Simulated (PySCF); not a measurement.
Gas-phase reaction: InCl + Cl = InCl2

Energies from PySCF, thermal terms from the rigid-rotor harmonic-oscillator model, ideal gas at 1 bar. † marks an energy on the PBE0/def2-TZVP geometry and frequencies; other levels use their own. MP2 and CCSD(T) freeze the core. Open shells (unrestricted): Cl (multiplicity 2), InCl2 (multiplicity 2); the rest are closed-shell singlets. Spin-orbit splitting is ignored; it lowers the true energy and changes the entropy of Cl. In: scalar-relativistic def2 core potential, no spin-orbit coupling. InCl2: computed as isolated molecules; such fragments, hydroxides, amides, oligomers or adducts are transient or little studied in the gas. MP2 isn't extrapolated to the basis-set limit. CCSD(T) isn't extrapolated to the basis-set limit.

CCSD(T)/def2-TZVPP† gives ΔH°(298 K) = -170 kJ.

Task: What do PBE0/def2-TZVP, ωB97X-V/def2-TZVP†, MP2/def2-TZVPP† give?

Result: PBE0/def2-TZVP: -188 kJ; ωB97X-V/def2-TZVP†: -188 kJ; MP2/def2-TZVPP†: -178 kJ. For scale, ΔH°(298 K) is -170 kJ at this level, -188 kJ at ωB97M-V/def2-TZVP†, and runs from -233 to -138 kJ over the 18 levels computed.
